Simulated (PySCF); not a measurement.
**Successive ionisation energies of gold**

Calculated with PySCF 2.14, two-component X2C-1e (Gaussian nucleus, no Breit or QED terms), each ion in its own even-tempered basis; GMP2 freezes the deep shells of the larger ions and drops the highest virtual spinors; eV.

| ion | configuration | GHF (spin-free) | GHF (screened spin-orbit) | GMP2 (screened spin-orbit) | NIST | kind |
| --- | --- | --- | --- | --- | --- | --- |
| Au⁴⁵⁺ | [Ar] 3d10 4s2 4p4 | 2407.3 | 2377.1 | 2378.0 | 2383 ± 4 | theoretical |
| Au⁴⁶⁺ | [Ar] 3d10 4s2 4p3 | 2484.5 | 2437.2 | 2438.1 | 2443 ± 4 | theoretical |
| Au⁴⁷⁺ | [Ar] 3d10 4s2 4p2 | 2542.3 | 2632.4 | 2634.0 | 2640 ± 4 | theoretical |
| Au⁴⁸⁺ | [Ar] 3d10 4s2 4p1 | 2601.7 | 2700.4 | 2701.1 | 2708 ± 4 | theoretical |
| Au⁴⁹⁺ | [Ar] 3d10 4s2 | 2852.7 | 2852.2 | 2855.1 | 2870 ± 4 | theoretical |
| Au⁵⁰⁺ | [Ar] 3d10 4s1 | 2920.7 | 2920.2 | 2921.5 | 2941 ± 1 | semi-empirical |
| Au⁵¹⁺ | [Ar] 3d10 | 4920.2 | 4882.3 | 4883.7 | 4888 ± 4 | measured |
| Au⁵²⁺ | [Ar] 3d9 | 5051.2 | 5015.7 | 5017.1 | 5013 ± 4 | theoretical |
| Au⁵³⁺ | [Ar] 3d8 | 5193.1 | 5157.7 | 5158.8 | 5156 ± 5 | theoretical |
| Au⁵⁴⁺ | [Ar] 3d7 | 5336.5 | 5309.4 | 5309.5 | 5307 ± 5 | theoretical |
| Au⁵⁵⁺ | [Ar] 3d6 | 5472.3 | 5454.3 | 5454.1 | 5452 ± 5 | theoretical |
| Au⁵⁶⁺ | [Ar] 3d5 | 5661.6 | 5595.7 | 5595.5 | 5594 ± 5 | theoretical |

Q: Where is the largest relative jump?

A: From Au⁵⁰⁺ to Au⁵¹⁺: 2921.5 to 4883.7 eV, where the electron removed from [Ar] 3d10 comes from a deeper shell or subshell.
